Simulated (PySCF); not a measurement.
# UHF on Os²⁺ (osmium, charge +2)

Configuration: [Xe] 4f14 5d6, high-spin 5D determinant. Calculation: PySCF 2.14, in aug-cc-pVQZ-PP with ECP60MDF; a scalar-relativistic core potential.

```json
{
  "Total energy": "-89.243133 hartree",
  "One-electron energy": "-145.5072 hartree",
  "Hartree (Coulomb) energy": "64.7073 hartree",
  "Exchange energy": "-8.4433 hartree",
  "⟨S²⟩": "6.0045",
  "⟨L²⟩": "6.072",
  "Sum of ⟨r⟩": "19.45 bohr",
  "Sum of ⟨r²⟩": "31.70 bohr²",
  "Traceless quadrupole moment −½Σ⟨3z² − r²⟩ along its main axis": "0.636 e·bohr²",
  "Time after the integrals": "about 5 core-seconds"
}
```

```json
{"shell": "5s α", "electrons": "1", "mean orbital energy (eV)": "-126.83", "spread (eV)": "0", "rms radius, mean of both spins (bohr)": "1.09"}
{"shell": "5s β", "electrons": "1", "mean orbital energy (eV)": "-121.48", "spread (eV)": "0", "rms radius, mean of both spins (bohr)": "1.09"}
{"shell": "5p α", "electrons": "3", "mean orbital energy (eV)": "-82.859", "spread (eV)": "1.367", "rms radius, mean of both spins (bohr)": "1.26"}
{"shell": "5p β", "electrons": "3", "mean orbital energy (eV)": "-75.131", "spread (eV)": "1.083", "rms radius, mean of both spins (bohr)": "1.26"}
{"shell": "5d α", "electrons": "5", "mean orbital energy (eV)": "-29.809", "spread (eV)": "1.742", "rms radius, mean of both spins (bohr)": "1.81"}
{"shell": "5d β", "electrons": "1", "mean orbital energy (eV)": "-26.083", "spread (eV)": "0", "rms radius, mean of both spins (bohr)": "1.81"}
```

Energies and moments cover only the electrons outside the core potential. Spin-orbit coupling, absent here, splits the open shell strongly.
